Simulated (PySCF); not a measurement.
## Pauling's electronegativity from computed bond energies: partners of Cu

PBE0 in PySCF with def2-TZVPPD on every atom, for the lowest determinant that a PBE0 search found; no spin–orbit coupling. De of Cu2 is 1.78 eV.

```csv
B,De(B₂) (eV),De(CuB) (eV)
H,4.53,2.58
Br,2.28,3.37
F,1.51,3.97
Cl,2.59,3.67
```

Problem. With Δ = De(CuB) − [De(Cu₂) + De(B₂)]/2, give Δ and the electronegativity difference √(Δ/eV).

Solution. 

| B | Δ (eV) | √Δ |
| --- | --- | --- |
| H | -0.57 | none (Δ < 0) |
| Br | 1.34 | 1.16 |
| F | 2.33 | 1.52 |
| Cl | 1.49 | 1.22 |

The rule was made for single bonds and measured bond energies; here it is fed with computed well depths. With the arithmetic mean Δ turns negative when the two homonuclear bonds differ much, as for alkali hydrides.

Closed-shell solutions of metal pairs were not tested for spin polarisation, which can lower them a little.
